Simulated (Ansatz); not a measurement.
GeH₈OSi₂, SMILES `[OH][GeH2][SiH2][SiH3]`. The species carries charge 0 and has multiplicity 1. All single points use the PBE0-D4/def2-TZVP geometry. It is one conformer, not always the lowest.

```xyz
12

O     0.659   -2.381    0.430
Ge   -0.243   -1.588   -0.899
Si   -1.116    0.496   -0.117
Si    0.650    1.765    0.738
H     1.404   -1.857    0.734
H    -1.323   -2.617   -1.264
H     0.705   -1.373   -2.102
H    -2.127    0.243    0.946
H    -1.772    1.223   -1.239
H     1.595    2.106   -0.359
H     1.387    0.961    1.753
H     0.180    3.022    1.379
```

(1) What is the dipole moment at B3LYP/def2-TZVPP? (Estimate.)

(2) And with PBE, r2SCAN, ωB97M-V? (An estimate is asked.)

(3) Give the Mulliken charges with B3LYP, PBE, r2SCAN in def2-TZVPP. (Estimate.)

Answers

(1) The calculation gave: 1.54 D, with components (0.15, 1.47, -0.42) D in this frame, pointing from negative to positive charge.

(2) Ansatz gave: PBE 1.37 D, r2SCAN 1.46 D, ωB97M-V 1.56 D.

(3) The calculation gave: 
```json
{"atom": "O1", "B3LYP": "-0.43", "PBE": "-0.39", "r2SCAN": "-0.44"}
{"atom": "Ge2", "B3LYP": "0.32", "PBE": "0.31", "r2SCAN": "0.33"}
{"atom": "Si3", "B3LYP": "0.09", "PBE": "0.04", "r2SCAN": "0.09"}
{"atom": "Si4", "B3LYP": "0.15", "PBE": "0.10", "r2SCAN": "0.17"}
{"atom": "H5", "B3LYP": "0.17", "PBE": "0.17", "r2SCAN": "0.19"}
{"atom": "H6", "B3LYP": "-0.01", "PBE": "-0.01", "r2SCAN": "-0.01"}
{"atom": "H7", "B3LYP": "-0.03", "PBE": "-0.03", "r2SCAN": "-0.03"}
{"atom": "H8", "B3LYP": "-0.05", "PBE": "-0.04", "r2SCAN": "-0.06"}
{"atom": "H9", "B3LYP": "-0.06", "PBE": "-0.04", "r2SCAN": "-0.06"}
{"atom": "H10", "B3LYP": "-0.05", "PBE": "-0.03", "r2SCAN": "-0.05"}
{"atom": "H11", "B3LYP": "-0.06", "PBE": "-0.04", "r2SCAN": "-0.06"}
{"atom": "H12", "B3LYP": "-0.05", "PBE": "-0.04", "r2SCAN": "-0.06"}
```

B3LYP here is the variant with VWN-RPA as its local correlation; programs differ in this.
